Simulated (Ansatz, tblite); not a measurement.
Forces on the cluster Ge₃F₆⁺ at its r2SCAN-D4/def2-SVP geometry. The state is a doublet with charge 1.

The xTB rows come from tblite. The structure comes from a short search, and lower isomers may exist.

GFN1-xTB (tblite), largest force 1.01 eV/Å:

```xyz
9
positions Å, forces eV/Å
Ge   -0.429   -0.971    2.120   -0.015    0.218   -0.096
Ge   -0.874    0.360   -1.349   -0.208    0.198    0.076
Ge    2.067    0.560   -0.200   -0.383   -0.101   -0.062
F     0.437    1.537   -0.189    0.660    0.581    0.506
F     1.303   -0.627    1.053    0.092    0.059    0.041
F    -1.241   -0.551    0.176   -0.058   -0.106   -0.082
F    -1.627   -0.674   -2.505   -0.121   -0.500   -0.260
F    -0.482    0.727    2.446   -0.010   -0.200    0.034
F     0.846   -0.362   -1.551    0.044   -0.148   -0.156
```

GFN2-xTB (tblite), largest force 2.58 eV/Å:

```
Ge -0.759 -1.063 1.713
Ge -1.621 1.676 -1.105
Ge 2.261 0.631 -0.088
F 0.129 0.903 0.711
F 0.409 -0.241 -0.039
F -0.373 -0.464 0.048
F -0.497 -1.043 -0.795
F 0.035 0.401 0.010
F 0.417 -0.799 -0.453
```

PBE-D4/def2-TZVP (Ansatz), largest force 0.55 eV/Å:

```
Ge -0.073 -0.421 0.096
Ge -0.022 0.359 -0.002
Ge 0.262 0.109 -0.087
F -0.063 0.515 0.072
F 0.292 -0.284 0.208
F -0.344 -0.233 0.121
F -0.233 -0.221 -0.334
F -0.085 0.470 0.276
F 0.266 -0.294 -0.350
```
